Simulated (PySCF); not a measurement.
An unknown is described by computed data only.

Formula: C8H5F.

- Dipole: 2.30 D [PBE0/def2-SVPD]
- 13C NMR: chemical shifts (computed TMS as zero) by class: 163.1 (1 C), 139.1 (1 C), 123.1 (1 C), 106.6 (1 C), 105.5 (1 C), 103.0 (1 C), 93.5 (1 C), 80.6 (1 C) ppm [GIAO PBE0/pcSseg-1]
- Rotational structure: rotational constants A, B, C: 5.966, 0.614, 0.557 GHz [GFN2-xTB]
- 1H NMR: chemical shifts (computed TMS as zero) by class: 6.29 (1 H), 6.16 (1 H), 6.03 (1 H), 5.45 (1 H), 3.49 (1 H) ppm [GIAO PBE0/pcSseg-1]
- Polarisability: 122.1 au [PBE0/def2-SVPD]
- NMR, other nuclei: isotropic shieldings of nuclei other than C and H, by class: 261 (1 F) ppm [GIAO PBE0/pcSseg-1]
- UV, first state: lowest singlet excitation: 4.13 eV (300 nm, f = 0.880) [TDDFT PBE0/def2-SVPD]
- Triplet: lowest triplet excitation (Tamm–Dancoff): 2.32 eV [TDA PBE0/def2-SVPD]

Electronic properties: PySCF, gas phase, density fitting. Levels stand in brackets. NMR shifts are as computed; neighbouring signals can stand in another order in a measured spectrum. Isolated species at its GFN2-xTB geometry, gas phase. NMR classes are plain means over equivalent atoms (diastereotopic ones count apart unless rotation or inversion swaps them), as if these changed places fast.

Task: Give a SMILES that accounts for the data.

Result: Numbering: `[CH:1]#[C:2]/[CH:3]=[C:4](\[F:5])[C:6]#[C:7][CH:8]=[CH2:9]`. Its formula, C8H5F, gives 6 degrees of unsaturation: 0 rings and 6 π bonds in the structure found. 8 carbons fall into 8 classes; from least to most shielded: vinylic C–F carbon [C4] (163.1 ppm), terminal =CH2 carbon [C9] (139.1 ppm), alkene CH carbon [C8] (123.1 ppm), alkyne carbon [C7] (106.6 ppm), alkene CH carbon [C3] (105.5 ppm), terminal alkyne carbon [C1] (103.0 ppm), alkyne carbon [C6] (93.5 ppm), alkyne carbon [C2] (80.6 ppm). Hydrogen classes from least to most shielded: 1 H on an alkene CH carbon, C8 (6.29 ppm), 1 H on a terminal =CH2 carbon, C9 (6.16 ppm), 1 H on a terminal =CH2 carbon, C9 (6.03 ppm), 1 H on an alkene CH carbon, C3 (5.45 ppm), 1 H on a terminal alkyne carbon, C1 (3.49 ppm). The other shieldings belong to: 261 ppm, vinyl fluorine [F5]. S1 is mainly HOMO→LUMO (weight 0.96); the largest Löwdin shares of the orbital it empties are 0.15 on an alkene CH carbon, 0.15 on the terminal alkyne carbon, 0.13 on an alkyne carbon and 0.11 on the vinylic C–F carbon, of the orbital it fills 0.17 on the terminal =CH2 carbon, 0.14 on an alkene CH carbon, 0.12 on the vinylic C–F carbon and 0.11 on an alkyne carbon. The optimised geometry has point group Cs and is an asymmetric top. Structure: `C#C/C=C(\F)C#CC=C`. Computed isomers that give other values at the same levels: `C#CC#CC(=C)C(=C)F` (13C chemical shifts (computed TMS as zero) by class: 172.0 (1 C), 136.2 (1 C), 128.6 (1 C), 102.8 (1 C), 87.5 (1 C), 81.6 (1 C), 74.2 (1 C), 73.1 (1 C) ppm). The assignments are read from this structure; whether some other isomer fits the data as well wasn't checked.
